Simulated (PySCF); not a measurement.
LaBr2, doublet: computed properties

Method: UPBE/[La def2-SVP with ECP46, Br def2-SVP], scalar-relativistic core potentials, density fitting, no spin–orbit coupling, PySCF.

The structure is a minimum.

Coordinates in bohr (charge 0 multiplicity 2):
```
La    0.0000    0.0000   -1.5100
Br    4.3398    0.0000    1.3171
Br   -4.3398    0.0000    1.3171
```

```
Point group                                                                   : C2v
Bond lengths                                                                  : La–Br 2.741 Å (×2)
Bond angles                                                                   : Br–La–Br 113.8°
Dipole moment                                                                 : 5.08 D
Heat capacity Cp at 298.15 K                                                  : 56.5 J/(mol K)
Enthalpy at 298.15 K above 0 K                                                : 14.83 kJ/mol
Spin squared ⟨S²⟩                                                             : 0.752
Lowest empty level (α)                                                        : -3.07 eV
Zero-point energy                                                             : 3.0 kJ/mol
Entropy at 298.15 K and 1 bar (electronic part: spin only)                    : 342.8 J/(mol K)
Rotational symmetry number                                                    : 2
Rotational constants                                                          : 0.1019, 0.02025, 0.01689 cm⁻¹
Principal polarisabilities                                                    : 131.0, 143.4, 182.0 bohr³
Highest occupied level (α)                                                    : -3.77 eV
Principal quadrupole moments (Buckingham, traceless) about the centre of mass : -12.67, -0.81, 13.48 D Å
```

Harmonic modes (masses in u: La 138.906, Br 78.918):
```
symmetry  ω (cm⁻¹)  IR (km/mol)  μ (u)
      a1        46          2.1  88.90
      a1       221         15.5  89.42
      b2       241         50.1  97.63
```

In C2v the vibrations span 2a1 + b2. Here b1 is antisymmetric to the molecular plane and b2 lies in it.

Charges (e):
| atom | Mulliken | Löwdin | polar tensor | spin (Mulliken) | Mayer order to La1 |
| --- | --- | --- | --- | --- | --- |
| La1 | 0.53 | -0.06 | 1.22 | 1.05 | – |
| Br2,3 | -0.27 | 0.03 | -0.61 | -0.02 | 1.26 |

Mulliken populations on La1 (electrons outside its core potential): s 2.68, p 6.16, d 1.57, f 0.07.

Formally La is in oxidation state +2, with 1 electron left for the f, d and s shells; the Mulliken f population is 0.07 and the spin on La 1.05.

Other isomers or separated fragments may lie lower. With open d or f shells other occupations or spin states may lie lower. Spin–orbit coupling, left out here, can matter for elements this heavy.

The final relaxation and frequency run took roughly 2.2 core-minutes on a shared host.
